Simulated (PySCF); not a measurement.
Input file for PySCF: R-MP2/6-31G* on FH3Si2 (SMILES F[Si][SiH3]), a point of a torsion scan.

```python
from pyscf import gto, scf, dft, mp
from pyscf.data.elements import chemcore

mol = gto.M(
    atom='''
    F     2.53945537    0.40088037   -0.00489692
    Si    1.51453987   -0.89502294    0.04134817
    Si   -0.56573325    0.06127710   -0.02745138
    H    -1.00274137    1.39382946   -0.47179873
    H    -1.12190299   -0.07317465    1.33353339
    H    -1.35711323   -0.86939624   -0.85781942
    ''',
    basis='6-31g*',
    cart=True,
    charge=0, spin=0, verbose=3, max_memory=1800)
mf = scf.RHF(mol)
mf.conv_tol = 1e-8
mf.max_cycle = 100
mf.kernel()
if not mf.converged:
    mf = mf.newton().run(mf.mo_coeff, mf.mo_occ)
pt = mp.MP2(mf, frozen=chemcore(mol)).run()
```

Program output:

```
converged SCF energy = -678.998679037231
E(RMP2) = -679.322039917566  E_corr = -0.323360880335062
E(SCS-RMP2) = -679.321750547934  E_corr = -0.32307151070363
```

The calculation finished and met its thresholds.

Cost: roughly 1.2 core-seconds.
